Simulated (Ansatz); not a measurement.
Consider the silylene formation by 1,1-elimination: `B[SiH](C)N=C` → `BN=C` + `C[SiH]`.

Gas-phase electronic energies from Ansatz, PBE0-D4/def2-TZVP geometries. CBS: MP2 limit from def2 TZ/QZ plus the TZ coupled-cluster correction, frozen cores. This one scheme is used for every species. Functionals use def2-TZVPP. Each species was taken in one conformer, which may not be the lowest.

`B[SiH](C)N=C`:

```xyz
13

B    -1.103   -1.496    1.086
Si   -0.219   -0.205   -0.172
C     1.322   -0.921   -0.959
N     0.248    1.264    0.657
C    -0.238    2.400    0.427
H    -1.408   -1.220    2.209
H    -1.374   -2.598    0.702
H    -1.229    0.101   -1.247
H     1.086   -1.845   -1.493
H     1.751   -0.212   -1.670
H     2.077   -1.142   -0.202
H     0.100    3.276    0.994
H    -1.013    2.599   -0.332
```

`BN=C`:

```xyz
7

B    -0.753    1.062    0.028
N     0.028   -0.039   -0.001
C     0.745   -1.051   -0.028
H    -1.782    1.053   -0.584
H    -0.389    2.007    0.666
H     0.633   -1.850    0.710
H     1.518   -1.182   -0.791
```

`C[SiH]`:

Z-matrix (Å, degrees):
```
C
Si 1 1.892
H 1 1.098 2 109.5
H 1 1.098 2 109.7 3 -115.3
H 1 1.091 2 113.8 3 122.2
H 2 1.531 1 94.2 3 58.0
```

Q: Is it downhill or uphill in electronic energy at CCSD(T)/CBS, and by how much? (Best estimate.)

A: Ansatz gave: Uphill: ΔE = +31.0 kcal/mol.

Q: What do these levels give: PBE-D4, PBE0-D4, ωB97M-V, PBE, r2SCAN, HF/def2-TZVPP, MP2/def2-TZVPP, CCSD/def2-TZVPP, HF/def2-QZVPP, MP2/def2-QZVPP, SCS-MP2/def2-QZVPP, CCSD/CBS(def2)? (Best estimate.)

A: The calculation gave: PBE-D4 26.1, PBE0-D4 30.6, ωB97M-V 28.0, PBE 23.7, r2SCAN 30.5, HF/def2-TZVPP 30.8, MP2/def2-TZVPP 33.3, CCSD/def2-TZVPP 29.5, HF/def2-QZVPP 31.0, MP2/def2-QZVPP 34.2, SCS-MP2/def2-QZVPP 32.6, CCSD/CBS(def2) 30.9 kcal/mol.

Largest T1 diagnostic among the species: 0.016.

The D4 term adds +3.8 kcal/mol with B3LYP and +2.1 kcal/mol with PBE0; it sums over pairs of atoms, weighted by their polarisabilities, and B3LYP, whose exchange is more repulsive, gets the larger term. From PBE to PBE0 (25 % exact exchange), in def2-TZVPP and without D4, ΔE moves by +4.8 kcal/mol.

B3LYP here is the variant with VWN-RPA as its local correlation; programs differ in this.
